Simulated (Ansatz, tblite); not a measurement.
Cost and result up the ladder for Si₁₂⁻ (12 atoms). The state is a doublet with charge -1. Geometry: PBE0-D4/def2-SVP.

```xyz
12

Si   -3.072   -0.872   -1.265
Si    1.814   -2.066   -0.693
Si    0.132   -2.822    1.200
Si    0.248    2.093   -2.262
Si   -1.348   -1.571   -0.078
Si   -1.406    0.697   -1.014
Si   -0.047    0.963    1.040
Si   -0.006   -0.685    2.753
Si   -0.891    2.965   -0.130
Si    1.014    0.150   -0.975
Si    1.954   -1.245    1.533
Si    1.608    2.392   -0.108
```

Ansatz on 4 threads of Intel Xeon on a shared host; xTB runs through tblite on one thread. Times are rough, summed over both states, and most runs start from the orbitals of an earlier one. PBE0-D4/def2-SVP serves as the yardstick here, not as an exact answer. The other state is a quartet at its own geometry, which has other bonds, so the gap mixes isomer and spin.

The xTB rows come from tblite. The structure comes from a short search, and lower isomers may exist.

Run but left out: HF/STO-3G (doublet: ⟨S²⟩ 1.62, where a pure state has 0.75); MP2/def2-SVPD (quartet: ⟨S²⟩ 3.93, where a pure state has 3.75).

xTB has no spin-polarisation term.

| level | functions | wall time | quartet − doublet (eV) | difference from PBE0-D4/def2-SVP (eV) |
| --- | --- | --- | --- | --- |
| GFN2-xTB | 108 | 0.97 s | 0.35 | -0.02 |
| PBE-D4/def2-SVP (with forces) | 216 | 45 s | 0.52 | 0.15 |
| PBE0-D4/def2-SVP | 216 | 1.7 min | 0.37 | 0.00 |
| r2SCAN-D4/def2-SVP | 216 | 2.4 min | 0.37 | 0.00 |
